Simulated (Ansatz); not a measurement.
`O[C](=S)[GaH][F]` → C• + F• + Ga• + 2 H• + O• + S•  (atomization)

Isolated molecules relaxed with PBE0-D4/def2-TZVP in Ansatz; ΔE leaves out vibrations. CBS: MP2 limit from def2 TZ/QZ plus the TZ coupled-cluster correction, frozen cores. This one scheme is used for every species, atoms too. For atomizations the MP2-based limit and the directly extrapolated one differ by several kJ/mol either way, and by 10 to 25 for some Ge, Se and Sn compounds, so smaller differences from it don't rank the levels. DFT in def2-TZVPP. No spin–orbit coupling; open shells (•) take unrestricted orbitals. Spin–orbit coupling would lower the free atoms: a little for C, F, O, S; clearly for Ga. Bonds to Ga are less sure, by a few kJ/mol each and by 10 to 20 or more in all where they break to atoms, as the def2 sets lack core-valence functions. Scalar relativity is left out up to krypton. One conformer a species, not always the lowest.

```json
{"level": "r2SCAN", "ΔE (kJ/mol)": "2451.1"}
{"level": "MP2/CBS(def2)", "ΔE (kJ/mol)": "2533.8"}
```

Q: What does CCSD(T)/CBS give? (Best estimate.)

A: Ansatz gave: +2429.8 kJ/mol. The listed levels differ from it by 21.3, 104.0 kJ/mol.

Largest T1 diagnostic among the species: 0.017.

From r2SCAN to r2SCAN0 (25 % exact exchange), in def2-TZVPP and without D4, ΔE moves by −90.7 kJ/mol: exact exchange takes away binding that semilocal exchange gives to molecules. Leaving LDA and LC-ωPBE aside and taking each functional with its dispersion term where it has one, the values, not all of them listed here, spread over 258.3 kJ/mol, from BHLYP-D4 to PBE-D4. LDA lies +410.9 kJ/mol from PBE without D4, its usual overbinding.
